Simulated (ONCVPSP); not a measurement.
# Varying the ONCV potential for tantalum (Ta)

Base potential:

tantalum (Ta), optimised norm-conserving Vanderbilt (ONCV), made with ONCVPSP 4.0.1 (LDA (Perdew-Zunger), scalar-relativistic). Core [Kr] 4d10 4f14, reference 5s2 5p6 5d3.5 6s1.5. Waves: 5s+6s: rc 2.10 bohr, ncon 5, nbas 8, qcut 7.3 1/bohr, 2 projectors; 5p: rc 1.45 bohr, ncon 5, nbas 10, qcut 4.9 1/bohr, 1 projector; 5d: rc 2.30 bohr, ncon 3, nbas 7, qcut 7.7 1/bohr, 2 projectors, debl 3.4 Ha; f scattering state at 0.1 Ha: rc 2.10 bohr, ncon 4, nbas 7, qcut 6.1 1/bohr, 2 projectors, debl 1.2 Ha. Local part: polynomial inside 1.05 bohr (lpopt 5, dvloc0 4 Ha). Core correction: polynomial model core, fcfact 0.25.

All-electron outer shells of the reference configuration (LDA (Perdew-Zunger), scalar-relativistic, ld1.x):

| shell | level (eV) | outermost node (bohr) | outermost maximum (bohr) |
| --- | --- | --- | --- |
| 5s | -72.30 | 0.54 | 0.98 |
| 5p | -38.73 | 0.58 | 1.13 |
| 4f | -24.03 | – | 0.44 |
| 6s | -5.37 | 1.32 | 2.78 |
| 5d | -3.27 | 0.65 | 1.60 |

Cutoffs, loose and tight: the cutoffs (Ha) at which the residual kinetic energy of the hardest occupied pseudo-wave falls to 1 and 0.1 mHa per electron. They do not see the model core or the augmentation charge, which bear on the density cutoff. Test errors are all-electron minus pseudo excitation energies from the reference, over the configurations 5s2 5p6 5d3 6s2; 5s2 5p6 5d3 6s1; 5s2 5p6 5d3 6s0; 5s2 5p5 5d3 6s2. A dash means not determined; rows that change the core or the reference have their own tests.

A true bound ghost makes a file unfit for plane-wave use even where its test errors are small: the radial tests pick states by their node count and pass the ghost by.

| change | outcome | cutoff, loose | cutoff, tight | bound ghosts | GHOST(+) flags above zero | largest test error (meV) |
| --- | --- | --- | --- | --- | --- | --- |
| base | generated | 133 Ha | 161 Ha | f | s | -140 |
| f: nproj 3 | generated | 133 Ha | 161 Ha | f | s, f | -140 |
| s: qcut 5.4 | generated | 133 Ha | 161 Ha | f | s | -136 |
| local potential polynomial inside 1.40 bohr (lpopt 5, dvloc0 3 Ha) | generated | 133 Ha | 161 Ha | none | s | -152 |
| reference 5s2 5p6 5d3 6s1.5 6p0.5; wave 5p: rc 1.45 bohr, ncon 5, nbas 10, qcut 4.9 1/bohr, 1 projector becomes 5p+6p: rc 1.45 bohr, ncon 5, nbas 10, qcut 4.9 1/bohr, 2 projectors | generated | 133 Ha | 161 Ha | f | s | -13 |
| all radii but the core radius scaled by about 1.31 (s 2.74, p 1.90, d 3.00, f 2.74 bohr); local potential polynomial inside 1.38 bohr (lpopt 5, dvloc0 4 Ha) | generated | 11 Ha | 14 Ha | none | none | -181 |
| local potential polynomial inside 1.05 bohr (lpopt 5, dvloc0 -0.5 Ha) | generated | 133 Ha | 161 Ha | f | s, f | -130 |
| f: qcut 8.4 | generated | 133 Ha | 161 Ha | f | s | -140 |
| functional Wu-Cohen | generated | 133 Ha | 161 Ha | f | s | -143 |

(1) What comes out with this change to the base: s: qcut 10.7; p: qcut 7.2; d: qcut 11.3; f: qcut 8.9?

(2) What comes out with this change to the base: core correction none?

## Answers

(1) outcome: failed: oncvpsp: lschvkbb ERROR 2 0 100. Cause: the bound-state solver with the separable projectors failed.

(2) outcome: generated; cutoff, loose: 133 Ha; cutoff, tight: 161 Ha; bound ghosts: f; GHOST(+) flags above zero: s; largest test error (meV): -115.
